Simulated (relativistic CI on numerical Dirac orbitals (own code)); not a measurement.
# Ni+ in a cubic cluster: 3p photoemission with charge transfer

Computed with a charge-transfer multiplet model of a cubic metal-ligand cluster with up to one ligand hole, Slater and spin-orbit integrals from Dirac-Coulomb-Breit ions, Slater integrals scaled by 0.7. The parameters are those of a tetrahedral site (10Dq negative, t2 hopping the larger). The ground state mixes d9 with configurations of k ligand holes L, whose averages lie at kΔ + k(k − 1)U_dd/2; a core hole lowers each added d electron by U_cd. 20 K, Lorentzian 0.9 eV and Gaussian 0.8 eV FWHM.

Atomic integrals in eV (Slater integrals scaled, ζ unscaled), ground: F2dd 8.519, F4dd 5.287, zeta_d 0.072; with the core hole: F2dd 8.519, F4dd 5.287, zeta_d 0.080, zeta_core 1.430, F2cd 9.505, G1cd 11.775, G3cd 7.123.

Cluster parameters (eV): U_dd = 6.5, U_cd = 7.5, 10Dq = -0.25, 10Dq(ligand) = 0, V(eg) = 1.18, V(t2g) = -2, final-state hopping factor = 0.9.

Weights, n_d and S are thermal averages at 20 K. Binding energies count from the first peak over 30 % of the highest in each spectrum, which can be another peak from case to case. The parameters are a model scan and need not match a compound or its usual spin state. Peaks in eV (height, largest 100): 0.0 (100), 2.3 (57), 7.3 (42), 12.8 (27).

Task: Which parameters give this spectrum?
A. Δ = 5.2 eV
B. Δ = 7.2 eV
C. Δ = 6.2 eV
D. Δ = 4.2 eV
E. Δ = 3.2 eV

Result: E. Δ = 3.2 eV; the ground state then has 9.18 d electrons and S = 0.50. The choice follows from running the model for each set and comparing peak positions and heights.
